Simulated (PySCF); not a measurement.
trans-1,3-butadiene (C4H6), singlet, at a GFN2-xTB geometry, with bond 10-4 at 1.4 times its length; PySCF with CASSCF(2,3)/STO-3G.

Here is a job for PySCF.
```python
from pyscf import gto, scf, mcscf
import numpy

mol = gto.Mole()
mol.atom = '''
    C     0.60098404    1.72988493    0.00660394
    C     0.60182532    0.40139553    0.00497869
    C    -0.60182532   -0.40139553   -0.00497869
    C    -0.60098404   -1.72988493   -0.00660394
    H     1.51231978    2.30275383    0.01410017
    H    -0.31829171    2.29293121    0.00044354
    H     1.53714210   -0.14365640    0.01128075
    H    -1.53714210    0.14365640   -0.01128075
    H     0.31829171   -2.29293121   -0.00044354
    H    -1.87685408   -2.53190139   -0.01709866
'''
mol.basis = 'sto-3g'
mol.verbose = 4
mol.build()

mf = scf.RHF(mol)
mf.kernel()
mc = mcscf.CASSCF(mf, 3, 2)
mc.kernel()
occ = numpy.linalg.eigvalsh(mc.fcisolver.make_rdm1(mc.ci, mc.ncas, mc.nelecas))[::-1]
ss = mc.fcisolver.spin_square(mc.ci, mc.ncas, mc.nelecas)[0]
print('natural occupations', occ.round(4), ' <S^2>', round(ss, 4))
```

It wrote (shortened):

```
PySCF version 2.14.0

[INPUT] verbose = 4
[INPUT] num. atoms = 10
[INPUT] num. electrons = 30
[INPUT] charge = 0
[INPUT] spin (= nelec alpha-beta = 2S) = 0
[INPUT] symmetry False subgroup None
[INPUT] Mole.unit = angstrom
[INPUT] Symbol           X                Y                Z      unit          X                Y                Z       unit  Magmom
[INPUT]  1 C      0.600984040000   1.729884930000   0.006603940000 AA    1.135695240835   3.269008744712   0.012479637943 Bohr   0.0
[INPUT]  2 C      0.601825320000   0.401395530000   0.004978690000 AA    1.137285029629   0.758527619325   0.009408360559 Bohr   0.0
[INPUT]  3 C     -0.601825320000  -0.401395530000  -0.004978690000 AA   -1.137285029629  -0.758527619325  -0.009408360559 Bohr   0.0
[INPUT]  4 C     -0.600984040000  -1.729884930000  -0.006603940000 AA   -1.135695240835  -3.269008744712  -0.012479637943 Bohr   0.0
[INPUT]  5 H      1.512319780000   2.302753830000   0.014100170000 AA    2.857870196962   4.351574070993   0.026645459610 Bohr   0.0
[INPUT]  6 H     -0.318291710000   2.292931210000   0.000443540000 AA   -0.601484159619   4.333012009368   0.000838169125 Bohr   0.0
[INPUT]  7 H      1.537142100000  -0.143656400000   0.011280750000 AA    2.904777583539  -0.271471252041   0.021317527980 Bohr   0.0
[INPUT]  8 H     -1.537142100000   0.143656400000  -0.011280750000 AA   -2.904777583539   0.271471252041  -0.021317527980 Bohr   0.0
[INPUT]  9 H      0.318291710000  -2.292931210000  -0.000443540000 AA    0.601484159619  -4.333012009368  -0.000838169125 Bohr   0.0
[INPUT] 10 H     -1.876854080000  -2.531901390000  -0.017098660000 AA   -3.546740186973  -4.784600201506  -0.032311784497 Bohr   0.0

nuclear repulsion = 103.183974001359
number of shells = 18
number of NR pGTOs = 78
number of NR cGTOs = 26
basis = sto-3g
ecp = {}

******** <class 'pyscf.scf.hf.RHF'> ********
method = RHF
initial guess = minao
damping factor = 0
level_shift factor = 0
DIIS = <class 'pyscf.scf.diis.CDIIS'>
diis_start_cycle = 1
diis_space = 8
diis_damp = 0
SCF conv_tol = 1e-09
SCF conv_tol_grad = None
SCF max_cycles = 50
direct_scf = True
direct_scf_tol = 1e-13
Set gradient conv threshold to 3.16228e-05
Initial guess from minao.
init E= -153.573699579299
  HOMO = -0.147917181936701  LUMO = 0.122672301091986  gap/eV = 7.36311
cycle= 1 E= -152.904366990854  delta_E= 0.669  |g|= 0.231  |ddm|= 3.89
  HOMO = -0.255907815720899  LUMO = 0.244905622426641  gap/eV = 13.62783
cycle= 2 E= -152.928667465046  delta_E= -0.0243  |g|= 0.0617  |ddm|= 0.433
  HOMO = -0.265004926677721  LUMO = 0.245570666485519  gap/eV = 13.89347
cycle= 3 E= -152.930570790156  delta_E= -0.0019  |g|= 0.0154  |ddm|= 0.143
  HOMO = -0.264763771551305  LUMO = 0.246729386287591  gap/eV = 13.91844
cycle= 4 E= -152.930655885929  delta_E= -8.51e-05  |g|= 0.00268  |ddm|= 0.0222
  HOMO = -0.26424308755062  LUMO = 0.247771829264022  gap/eV = 13.93264
cycle= 5 E= -152.930660132067  delta_E= -4.25e-06  |g|= 0.000639  |ddm|= 0.005
  HOMO = -0.264523940595505  LUMO = 0.247670682194434  gap/eV = 13.93753
cycle= 6 E= -152.930660496753  delta_E= -3.65e-07  |g|= 0.000284  |ddm|= 0.00171
  HOMO = -0.264558562366537  LUMO = 0.24765943250819  gap/eV = 13.93816
cycle= 7 E= -152.930660529025  delta_E= -3.23e-08  |g|= 0.000103  |ddm|= 0.000462
  HOMO = -0.264551865725762  LUMO = 0.247666467153693  gap/eV = 13.93817
cycle= 8 E= -152.930660536374  delta_E= -7.35e-09  |g|= 2.26e-05  |ddm|= 0.000279
  HOMO = -0.264550479854238  LUMO = 0.247663774621003  gap/eV = 13.93806
cycle= 9 E= -152.930660536736  delta_E= -3.61e-10  |g|= 3.82e-06  |ddm|= 6.32e-05
  HOMO = -0.264550786807573  LUMO = 0.24766315922219  gap/eV = 13.93805
Extra cycle  E= -152.930660536743  delta_E= -7.84e-12  |g|= 1.39e-06  |ddm|= 6.57e-06
converged SCF energy = -152.930660536743

******** <class 'pyscf.mcscf.mc1step.CASSCF'> ********
CAS (1e+1e, 3o), ncore = 14, nvir = 9
max_cycle_macro = 50
max_cycle_micro = 4
conv_tol = 1e-07
conv_tol_grad = None
orbital rotation max_stepsize = 0.02
orbital rotation threshold for CI restart = 0.01
augmented hessian ah_max_cycle = 30
augmented hessian ah_conv_tol = 1e-12
augmented hessian ah_linear dependence = 1e-14
augmented hessian ah_level shift = 1e-08
augmented hessian ah_start_tol = 2.5
augmented hessian ah_start_cycle = 3
augmented hessian ah_grad_trust_region = 3
kf_trust_region = 3
kf_interval = 4
ci_response_space = 4
ci_grad_trust_region = 3
with_dep4 0
natorb = False
canonicalization = True
sorting_mo_energy = False
ao2mo_level = 2
internal_rotation = False
******** <class 'pyscf.fci.direct_spin1.FCISolver'> ********
max. cycles = 50
conv_tol = 1e-08
davidson only = False
linear dependence = 1e-12
level shift = 0.001
max iter space = 12
nroots = 1
pspace_size = 400
spin = None
CASCI E = -152.951165761258  S^2 = 0.0000000
Set conv_tol_grad to 0.000316228
macro iter   1 ( 19 JK    4 micro), CASSCF E = -152.952919007078  dE = -1.75324582e-03  S^2 = 0.0000000
               |grad[o]|=0.0338  |grad[c]|=0.0017  |ddm|=0.0168  |maxRot[o]|= 0.26
macro iter   2 ( 21 JK    4 micro), CASSCF E = -152.952999853753  dE = -8.08466750e-05  S^2 = 0.0000000
               |grad[o]|=0.00332  |grad[c]|=0.000704  |ddm|=0.000351  |maxRot[o]|=0.273
macro iter   3 ( 16 JK    4 micro), CASSCF E = -152.953039752572  dE = -3.98988184e-05  S^2 = 0.0000000
               |grad[o]|=0.0024  |grad[c]|=0.000295  |ddm|=0.000872  |maxRot[o]|=0.181
macro iter   4 (  1 JK    1 micro), CASSCF E = -152.953039752572  dE =  0.00000000e+00  S^2 = 0.0000000
               |grad[o]|=2.64e-05  |grad[c]|=5.72e-07  |ddm|=8.89e-16  |maxRot[o]|=    0
1-step CASSCF converged in   4 macro ( 57 JK  13 micro) steps
CASSCF canonicalization
Density matrix diagonal elements [1.91508333e+00 8.45515746e-02 3.65096114e-04]
CASSCF energy = -152.953039752572
CASCI E = -152.953039752572  E(CI) = -0.905729740333925  S^2 = 0.0000000
natural occupations [1.9151e+00 8.4500e-02 4.0000e-04]  <S^2> 0.0
```
